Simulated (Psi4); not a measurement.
Job for Psi4: SAPT0/aug-cc-pVDZ on GeH6Se (a complex), monomers drawn apart or pushed together.

```
memory 1800 MB

molecule dimer {
0 1
Ge    0.11057783    0.05083799   -0.08422467
H    -1.40387662    0.02942135    0.15658022
H     0.39073553    0.12046956   -1.59506055
H     0.74358985   -1.22941606    0.48266219
H     0.73231329    1.27433504    0.60332693
--
0 1
Se   -0.07916195   -0.64465257    3.40590544
H    -0.28193461    0.36610587    4.45506798
H     1.27995339   -0.15040496    3.14353930
units angstrom
symmetry c1
no_reorient
no_com
}

set {
  basis aug-cc-pVDZ
  scf_type df
  freeze_core true
}

energy('sapt0')
```

Program output:

```
[...]
==> Input File <==

--------------------------------------------------------------------------
memory 1800 MB

molecule dimer {
0 1
Ge    0.11057783    0.05083799   -0.08422467
H    -1.40387662    0.02942135    0.15658022
H     0.39073553    0.12046956   -1.59506055
H     0.74358985   -1.22941606    0.48266219
H     0.73231329    1.27433504    0.60332693
--
0 1
Se   -0.07916195   -0.64465257    3.40590544
H    -0.28193461    0.36610587    4.45506798
H     1.27995339   -0.15040496    3.14353930
units angstrom
symmetry c1
no_reorient
no_com
}

set {
  basis aug-cc-pVDZ
  scf_type df
  freeze_core true
}

energy('sapt0')
--------------------------------------------------------------------------


   => Loading Basis Set <=

    Name: AUG-CC-PVDZ
    Role: ORBITAL
    Keyword: BASIS
    atoms 1        entry GE         line  2999 file aug-cc-pvdz.gbs
    atoms 2-5, 7-8 entry H          line    40 file aug-cc-pvdz.gbs
    atoms 6        entry SE         line  3217 file aug-cc-pvdz.gbs

   => Loading Basis Set <=

    Name: AUG-CC-PVDZ
    Role: ORBITAL
    Keyword: BASIS
    atoms 1        entry GE         line  2999 file aug-cc-pvdz.gbs
    atoms 2-5, 7-8 entry H          line    40 file aug-cc-pvdz.gbs
    atoms 6        entry SE         line  3217 file aug-cc-pvdz.gbs


  //>>>>>>>>>>>>>>>>>>>>>>>>>>>>>>>>>>>//
  //              Dimer HF             //
  //<<<<<<<<<<<<<<<<<<<<<<<<<<<<<<<<<<<//

   => Libint2 <=

    Primary   basis highest AM E, G, H:  7, 6, 3
    Auxiliary basis highest AM E, G, H:  7, 7, 4
    Onebody   basis highest AM E, G, H:  -, -, -
    Solid Harmonics ordering:            Gaussian


   => Loading Basis Set <=

    Name: AUG-CC-PVDZ
    Role: ORBITAL
    Keyword: BASIS
    atoms 1        entry GE         line  2999 file aug-cc-pvdz.gbs
    atoms 2-5, 7-8 entry H          line    40 file aug-cc-pvdz.gbs
    atoms 6        entry SE         line  3217 file aug-cc-pvdz.gbs


         ---------------------------------------------------------
                                   SCF
               by Justin Turney, Rob Parrish, Andy Simmonett
                          and Daniel G. A. Smith
                              RHF Reference
                        1 Threads,   1716 MiB Core
         ---------------------------------------------------------

  ==> Geometry <==

    Molecular point group: c1
    Full point group: C1

    Geometry (in Angstrom), charge = 0, multiplicity = 1:

       Center              X                  Y                   Z               Mass
    ------------   -----------------  -----------------  -----------------  -----------------
         GE           0.110577830000     0.050837990000    -0.084224670000    73.921177761000
         H           -1.403876620000     0.029421350000     0.156580220000     1.007825032230
         H            0.390735530000     0.120469560000    -1.595060550000     1.007825032230
         H            0.743589850000    -1.229416060000     0.482662190000     1.007825032230
         H            0.732313290000     1.274335040000     0.603326930000     1.007825032230
         SE          -0.079161950000    -0.644652570000     3.405905440000    79.916521800000
         H           -0.281934610000     0.366105870000     4.455067980000     1.007825032230
         H            1.279953390000    -0.150404960000     3.143539300000     1.007825032230

  Running in c1 symmetry.

  Rotational constants: A =      1.56020  B =      0.01690  C =      0.01687 [cm^-1]
  Rotational constants: A =  46773.51087  B =    506.61122  C =    505.73579 [MHz]
  Nuclear repulsion =  260.881042387506966

  Charge       = 0
  Multiplicity = 1
  Electrons    = 72
  Nalpha       = 36
  Nbeta        = 36

  ==> Algorithm <==

  SCF Algorithm Type is DF.
  DIIS enabled.
  MOM disabled.
  Fractional occupation disabled.
  Guess Type is SAD.
  Energy threshold   = 1.00e-08
  Density threshold  = 1.00e-08
  Integral threshold = 1.00e-12

  ==> Primary Basis <==

  Basis Set: AUG-CC-PVDZ
    Blend: AUG-CC-PVDZ
    Number of shells: 58
    Number of basis functions: 126
    Number of Cartesian functions: 132
    Spherical Harmonics?: true
    Max angular momentum: 2

   => Loading Basis Set <=

    Name: (AUG-CC-PVDZ AUX)
    Role: JKFIT
    Keyword: DF_BASIS_SCF
    atoms 1        entry GE         line  1047 file aug-cc-pvdz-jkfit.gbs
    atoms 2-5, 7-8 entry H          line    70 file aug-cc-pvdz-jkfit.gbs
    atoms 6        entry SE         line  1269 file aug-cc-pvdz-jkfit.gbs

  ==> Integral Setup <==

  DFHelper Memory: AOs need 0.073 GiB; user supplied 1.257 GiB.
  SCF_SUBTYPE=INCORE selected. In-core MEM_DF algorithm will be used.
  Using in-core AOs.

  ==> MemDFJK: Density-Fitted J/K Matrices <==

    J tasked:                   Yes
    K tasked:                   Yes
    wK tasked:                   No
    OpenMP threads:               1
    Algorithm:                 Core
    Schwarz Cutoff:           1E-12
    Mask sparsity (%):       0.6677
    Fitting Con
[...]
 109.459214   126A    580.993745

    Final Occupation by Irrep:
              A
    DOCC [    18 ]
    NA   [    18 ]
    NB   [    18 ]

  @DF-RHF Final Energy: -2400.34744255032138

   => Energetics <=

    Nuclear Repulsion Energy =             24.7248036055076845
    One-Electron Energy =               -3392.8341895177445622
    Two-Electron Energy =                 967.7619433619154279
    Total Energy =                      -2400.3474425503218299

Computation Completed


Properties will be evaluated at   0.000000,   0.000000,   0.000000 [a0]

Properties computed using the SCF density matrix


 Multipole Moments:

 ------------------------------------------------------------------------------------
     Multipole            Electronic (a.u.)      Nuclear  (a.u.)        Total (a.u.)
 ------------------------------------------------------------------------------------

 L = 1.  Multiply by 2.5417464519 to convert [e a0] to [Debye]
 Dipole X            :          3.3844559           -3.2002276            0.1842283
 Dipole Y            :         41.2529036          -41.0117557            0.2411480
 Dipole Z            :       -233.0665249          233.1910554            0.1245305
 Magnitude           :                                                    0.3280248

 ------------------------------------------------------------------------------------

  Constructing Basis Sets for SAPT...

   => Loading Basis Set <=

    Name: (AUG-CC-PVDZ AUX)
    Role: RIFIT
    Keyword: DF_BASIS_SAPT
    atoms 1        entry GE         line   760 file aug-cc-pvdz-ri.gbs
    atoms 2-5, 7-8 entry H          line    30 file aug-cc-pvdz-ri.gbs
    atoms 6        entry SE         line   900 file aug-cc-pvdz-ri.gbs

   => Loading Basis Set <=

    Name: (AUG-CC-PVDZ AUX)
    Role: JKFIT
    Keyword: DF_BASIS_ELST
    atoms 1        entry GE         line  1047 file aug-cc-pvdz-jkfit.gbs
    atoms 2-5, 7-8 entry H          line    70 file aug-cc-pvdz-jkfit.gbs
    atoms 6        entry SE         line  1269 file aug-cc-pvdz-jkfit.gbs


  //>>>>>>>>>>>>>>>>>>>>>>>>>>>>>>>>>>>//
  //               SAPT0               //
  //<<<<<<<<<<<<<<<<<<<<<<<<<<<<<<<<<<<//



        SAPT0
    Ed Hohenstein
     6 June 2009

      Orbital Information
  --------------------------
    NSO        =       126
    NMO        =       126
    NRI        =       398
    NRI (Elst) =       580
    NOCC A     =        18
    NOCC B     =        18
    FOCC A     =         9
    FOCC B     =         9
    NVIR A     =       108
    NVIR B     =       108

    Elst10,r            =    -0.005859902904 [Eh]
    Exch10              =     0.012152144480 [Eh]
    Exch10 (S^2)        =     0.012026351941 [Eh]

    Maxiter = 50
    CPHF R converge = 1.000000E-08

    Iter     Energy [mEh]          dE [mEh]         Residual      Time [s]
       1      -2.84594825       2.845948252     6.126737e-03             0
       2      -3.37355699       0.527608743     1.035474e-03             0
       3      -3.35939548      -0.014161517     3.444327e-04             0
       4      -3.35580873      -0.003586749     6.663206e-05             0
       5      -3.35702074       0.001212014     1.118446e-05             0
       6      -3.35693094      -0.000089808     1.828792e-06             0
       7      -3.35692179      -0.000009148     2.971775e-07             0
       8      -3.35692622       0.000004433     5.230523e-08             0
       9      -3.35692560      -0.000000623     6.220258e-09             0

    CHF Iterations converged

    Maxiter = 50
    CPHF R converge = 1.000000E-08

    Iter     Energy [mEh]          dE [mEh]         Residual      Time [s]
       1      -7.11788474       7.117884738     1.065260e-02             0
       2      -8.82765927       1.709774534     2.109578e-03             0
       3      -8.78150484      -0.046154434     7.354286e-04             0
       4      -8.76787351      -0.013631323     2.086168e-04             0
       5      -8.77490189       0.007028372     7.001454e-05             0
       6      -8.77435965      -0.000542240     2.182086e-05             0
       7      -8.77385949      -0.000500155     5.293499e-06             0
       8      -8.77397688       0.000117391     1.126511e-06             0
       9      -8.77397556      -0.000001325     3.711001e-07             0
      10      -8.77396858      -0.000006973     8.340437e-08             0
      11      -8.77396997       0.000001388     1.443845e-08             0
      12      -8.77396982      -0.000000152     2.870975e-09             0

    CHF Iterations converged

    Ind20,r (A<-B)      =    -0.003356925597 [Eh]
    Ind20,r (B<-A)      =    -0.008773969821 [Eh]
    Ind20,r             =    -0.012130895418 [Eh]
    Exch-Ind20,r (A<-B) =     0.003035948521 [Eh]
    Exch-Ind20,r (B<-A) =     0.008238282790 [Eh]
    Exch-Ind20,r        =     0.011274231311 [Eh]
    Disp20              =    -0.006233822699 [Eh]
    Disp20 (SS)         =    -0.003116911349 [Eh]
    Disp20 (OS)         =    -0.003116911349 [Eh]
    Exch-Disp20         =     0.000933515282 [Eh]
    Exch-Disp20 (SS)    =     0.000586144774 [Eh]
    Exch-Disp20 (OS)    =     0.000347370508 [Eh]

    SAPT Results
  --------------------------------------------------------------------------------------------------------
    Electrostatics                 -5.85990290 [mEh]      -3.67714459 [kcal/mol]     -15.38517296 [kJ/mol]
      Elst10,r                     -5.85990290 [mEh]      -3.67714459 [kcal/mol]     -15.38517296 [kJ/mol]

    Exchange                       12.15214448 [mEh]       7.62558579 [kcal/mol]      31.90545094 [kJ/mol]
      Exch10                       12.15214448 [mEh]       7.62558579 [kcal/mol]      31.90545094 [kJ/mol]
      Exch10(S^2)                  12.02635194 [mEh]       7.54664978 [kcal/mol]      31.57518267 [kJ/mol]

    Induction                      -1.56829406 [mEh]      -0.98411938 [kcal/mol]      -4.11755548 [kJ/mol]
      Ind20,r                     -12.13089542 [mEh]      -7.61225180 [kcal/mol]     -31.84966153 [kJ/mol]
      Exch-Ind20,r                 11.27423131 [mEh]       7.07468696 [kcal/mol]      29.60049023 [kJ/mol]
      delta HF,r (2)               -0.71162995 [mEh]      -0.44655454 [kcal/mol]      -1.86838418 [kJ/mol]

    Dispersion                     -5.30030742 [mEh]      -3.32599312 [kcal/mol]     -13.91595520 [kJ/mol]
      Disp20                       -6.23382270 [mEh]      -3.91178280 [kcal/mol]     -16.36689924 [kJ/mol]
      Exch-Disp20                   0.93351528 [mEh]       0.58578968 [kcal/mol]       2.45094404 [kJ/mol]
      Disp20 (SS)                  -3.11691135 [mEh]      -1.95589140 [kcal/mol]      -8.18344962 [kJ/mol]
      Disp20 (OS)                  -3.11691135 [mEh]      -1.95589140 [kcal/mol]      -8.18344962 [kJ/mol]
      Exch-Disp20 (SS)              0.58614477 [mEh]       0.36781140 [kcal/mol]       1.53892289 [kJ/mol]
      Exch-Disp20 (OS)              0.34737051 [mEh]       0.21797828 [kcal/mol]       0.91202114 [kJ/mol]

  Total HF                          4.72394752 [mEh]       2.96432182 [kcal/mol]      12.40272250 [kJ/mol]
  Total SAPT0                      -0.57635990 [mEh]      -0.36167130 [kcal/mol]      -1.51323271 [kJ/mol]

  Special recipe for scaled SAPT0 (see Manual):
    Electrostatics sSAPT0          -5.85990290 [mEh]      -3.67714459 [kcal/mol]     -15.38517296 [kJ/mol]
    Exchange sSAPT0                12.15214448 [mEh]       7.62558579 [kcal/mol]      31.90545094 [kJ/mol]
    Induction sSAPT0               -1.21080409 [mEh]      -0.75979104 [kcal/mol]      -3.17896570 [kJ/mol]
    Dispersion sSAPT0              -5.27070696 [mEh]      -3.30741855 [kcal/mol]     -13.83823923 [kJ/mol]
  Total sSAPT0                     -0.18926948 [mEh]      -0.11876839 [kcal/mol]      -0.49692694 [kJ/mol]
  --------------------------------------------------------------------------------------------------------



*** Psi4 exiting successfully. Buy a developer a beer!
```

The run finished.

Cost: around 50 core-seconds (rough).
